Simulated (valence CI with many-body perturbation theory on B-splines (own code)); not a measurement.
# Pt XXIX: one-electron terms

Level of theory: configuration interaction combined with many-body perturbation theory (CI+MBPT): four valence electrons over a frozen Dirac-Fock core [Kr] 4d10, a basis of 7 s, 7 p, 7 d, 7 f, 4 g, 2 h functions for each j, with the one-electron correlation potential Σ1, the two-electron term Σ2, the three-electron term Σ3, Breit, model QED; selected CI, second order for the rest, scaled by the run's own slope (own B-spline code, finite nucleus).

No measured spectrum was set against this ion. As an estimate, large intervals hold to a few tenths of a per cent, small ones and those within an open d or f shell to about a per cent. Excitations out of the core, of the other parity, are not computed and may begin above about 181 eV (a cautious bound); beyond it only levels of the ground parity were kept, without lifetimes.

These are the spectroscopic orbitals of the CI (the correlating ones are not listed), shaped by the core and the other valence electrons. h is the expectation value of the core's Dirac-Fock operator, without the valence repulsion; Σ1 is computed up to l = 3 at one energy for each symmetry, that of its lowest orbital but kept below the first core excitation, so for empty shells it is not the orbital's own correlation shift; Breit and QED include the response of the core.

```
Orbital  h (hartree)  Σ1 (cm⁻¹)  Breit (cm⁻¹)  QED (cm⁻¹)  ⟨r⟩ (bohr)
  5s1/2      -34.082     -20845          4308        3517      0.7455
  6s1/2      -21.303      -6715          2032        1663       1.197
  7s1/2      -14.638      -3280          1146         952       1.744
  5p1/2      -32.206     -18927          6457         123      0.7668
  6p1/2      -20.359      -6652          3275        64.3       1.224
  7p1/2      -14.084      -3298          1860        37.5       1.787
  5p3/2      -30.767     -15864          3566         398      0.8057
  6p3/2      -19.642      -5970          1852         207       1.271
  7p3/2      -13.672      -3035          1178         121       1.842
  5d3/2      -27.789     -14238          2380        -202      0.8378
  6d3/2       -18.09      -5837          1305        -107       1.327
  7d3/2      -12.759      -3084           779       -63.2       1.922
  5d5/2      -27.492     -13578          1455       -72.7      0.8482
  6d5/2      -17.938      -5619           793       -37.8       1.339
  7d5/2      -12.669      -2980           482       -22.0       1.937
  4f5/2      -41.304     -30990           842        -630      0.4105
  5f5/2      -24.005     -12803           496        -173      0.8758
  4f7/2      -41.102     -30257          -900        -474      0.4139
  5f7/2      -23.932     -12619         -59.3        -124      0.8791
  5g7/2      -21.083                     -134       -43.8      0.8787
  5g9/2      -21.072                     -280       -30.8      0.8795
```

Among the shells of the start configuration 4f4, Σ1 is largest in size for 4f5/2, where it is 0.34 % of h.

Lowest root of each symmetry, sizes in configuration state functions:

| J | Parity | Roots | Reference | Variational | Second order | Change by selected CI (cm⁻¹) | Change by second order (cm⁻¹) |
| --- | --- | --- | --- | --- | --- | --- | --- |
| 0 | even | 7 | 41 | 8390 | 49522 | -8477 | -3 |
| 1 | even | 10 | 90 | 21393 | 104296 | -6223 | -2 |
| 2 | even | 22 | 147 | 30611 | 239394 | -7114 | -4 |
| 3 | even | 18 | 153 | 29622 | 216830 | -6486 | -7 |
| 4 | even | 24 | 168 | 29130 | 249955 | -5279 | -8 |
| 5 | even | 18 | 142 | 28327 | 213962 | -4938 | -6 |
| 6 | even | 16 | 119 | 26992 | 152295 | -4938 | -4 |
| 7 | even | 10 | 78 | 24324 | 98740 | -5115 | -2 |
| 8 | even | 9 | 53 | 17915 | 43680 | -5321 | -1 |
| 9 | even | 3 | 26 | 11450 | 63225 | -5474 | -2 |
| 10 | even | 3 | 14 | 7993 | 53623 | -5584 | -2 |
| 0 | odd | 2 | 22 | 6333 | 36009 | -8975 | -6 |
| 1 | odd | 8 | 61 | 20616 | 139405 | -8120 | -6 |
| 2 | odd | 13 | 87 | 30432 | 246200 | -8471 | -8 |
| 3 | odd | 14 | 99 | 31985 | 275352 | -8198 | -13 |
| 4 | odd | 14 | 98 | 31997 | 355732 | -7183 | -13 |
| 5 | odd | 12 | 86 | 31975 | 338059 | -7749 | -9 |
| 6 | odd | 8 | 66 | 27295 | 207023 | -7388 | -7 |
| 7 | odd | 6 | 44 | 21387 | 125493 | -7330 | -6 |
| 8 | odd | 4 | 25 | 15165 | 92924 | -7382 | -6 |
| 9 | odd | 1 | 12 | 7619 | 49266 | -7782 | -8 |
